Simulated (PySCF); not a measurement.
Vertical excitations of a molecule C₃H₅BN₂ from TDA-PBE/def2-SVPD in PySCF, as energy in eV (oscillator strength): 2.56 (0.000), 3.33 (0.029), 4.81 (0.000), 5.08 (0.001), 5.27 (0.000), 5.53 (0.179), 5.91 (0.000), 6.24 (0.003), 6.26 (0.048), 6.43 (0.002). Lowest triplet (TDA): 2.02 eV. The structure is a stationary point at PBE-D3(BJ)/def2-SVP. Other conformers were not sampled.

**Question.** Which structure fits?
A) CB1C=NC=N1
B) NB1C=CN=C1
C) NB1C=CC=N1
D) CB1N=CC=N1

**Answer.** B, NB1C=CN=C1
